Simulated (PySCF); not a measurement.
## Ionisation energy of Ni by level of theory

Ni [Ar] 3d8 4s2 (3F) → Ni⁺ [Ar] 3d9 (2D), as a difference of total energies. All numbers are calculated (PySCF 2.14, scalar relativity by spin-free X2C-1e, in x2c-SVPall). Correlated levels: valence: [Ar] frozen. The calculations carry no spin-orbit coupling.

| method | ionisation energy (eV) |
| --- | --- |
| UHF | 8.167 |
| M06-L | 7.671 |
| MN15 | 6.580 |
| MP2 (valence) | 6.702 |
| SCS-MP2 (valence) | 7.012 |

Problem. How much does correlation contribute at MP2 (valence)?

Solution. 6.702 − (8.167) = -1.465 eV, measured against UHF.

The reference lies between the lowest fine-structure levels, while these numbers refer to the centres of the terms.

Errors of the correlated levels include the incompleteness of this basis and the frozen core.

MP2 underrates the near-degeneracy of ns² with np² in the lower species.

For comparison: 7.640 eV (measured; NIST Atomic Spectra Database, ionization energies).
